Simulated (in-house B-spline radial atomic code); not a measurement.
The numbers below are computed, except where a source is named.
## Building a PAW s channel for Mn, r_c = 3.05 bohr

Mn, [Ar] 3d5 4s2, non-relativistic PBE, spherical and spin-unpolarised, from a B-spline radial code for spherical atoms (atomic units; all potentials screened as in the neutral atom).

Two all-electron partial waves φ1, φ2 are integrated outwards at E1 = ε(4s) = -0.184815 and E2 = E1 + 1 hartree; φ1 is the bound orbital and φ2 has unit norm inside r_c = 3.0497 bohr. Smooth partners are polynomials, r^1(a0 + a1 r² + a2 r⁴ + a3 r⁶), matched to φ and three derivatives at r_c, with no condition on the norm. The local potential is -1.71659 + (0.386259) r² + (-0.0388306) r⁴ + (0.00146454) r⁶ inside 2.6097 bohr and the all-electron one outside.

```tsv
wave	φ(r_c)	φ'(r_c)	a0	a1	a2	a3
1	0.5831383	-0.1163457	0.3912286	-0.02511045	0.0002406062	1.580077e-05
2	0.6644537	1.333266	-1.719363	0.3986106	-0.02497686	0.0004853438
```

Inside r_c the overlaps are <φi φj> = [[0.53827, -0.42739], [-0.42739, 1.00000]] and, for the smooth waves, [[0.68545, -0.94880], [-0.94880, 2.81689]]. With χj = (Ej − T − V_local) applied to smooth wave j, the program's quadrature gives the matrix B_ij = <smooth i, χj> as [[0.24133, -1.18493], [-0.66353, 3.42203]].

Q: Check the match of the first wave, and find the augmentation charges q_ij.

A: At r_c the four terms are 1.19313, -0.71224, 0.06347, 0.03877, which sum to 0.5831, φ1(r_c) to rounding. q_ij is the all-electron overlap less the smooth one: [[-0.14718, 0.52141], [0.52141, -1.81689]]. The smooth first wave has a norm of 0.6855 inside r_c against 0.5383, so q11 is negative and must stay small enough for the overlap operator to be positive.

Q: B isn't symmetric. Show that D_ij = B_ij + Ej q_ij is.

A: Integrating by parts gives B12 − B21 = (E1 − E2) q12: -1.18493 − (-0.66353) = -0.52140, and −1 × (0.52141) = -0.52141. So D12 = -1.18493 + (0.815185)(0.52141) = -0.75989 and D21 = -0.66353 + (-0.184815)(0.52141) = -0.75989; D11 = 0.26853, D22 = 1.94093. The projectors, p = (B⁻¹)ᵀ χ, are dual to the smooth waves; det B = 0.04.

Solving (T + V_local + Σ p D p) ψ = E (1 + Σ p q p) ψ in a sphere of 9 bohr, whose wall lifts the free-atom level a little, gives these levels:

```tsv
all-electron	one projector	two projectors
-0.184185	-0.184185	-0.184185
0.094775	0.091751	0.094749
0.445042	0.410003	0.444982
0.951341	0.755998	0.951304
1.605800	1.174640	1.601220
```

Q: What does the second projector gain?

A: With one projector the errors are 0.00, -3.02, -35.04 millihartree, and the level at 0.7560 is out of step with the all-electron series: an extra state, or one far too low, so the pairing ends there; skipping it, the next levels are off by +223.3 millihartree. With two the errors are 0.00, -0.03, -0.06, -0.04, -4.58 millihartree. The scattering is exact at E1 and at E2 = 0.815, and over all levels compared the largest error is 4.6 millihartree. The lowest eigenvalue of the overlap operator is 0.5857 with one and 0.1208 with two projectors. The smooth orbital alone needs a cutoff of 0.769 hartree for 1 millihartree of kinetic energy, against 3.08 for a norm-conserving Troullier-Martins orbital of the same radius; part of the gain comes from giving up the norm, part from the simpler form.
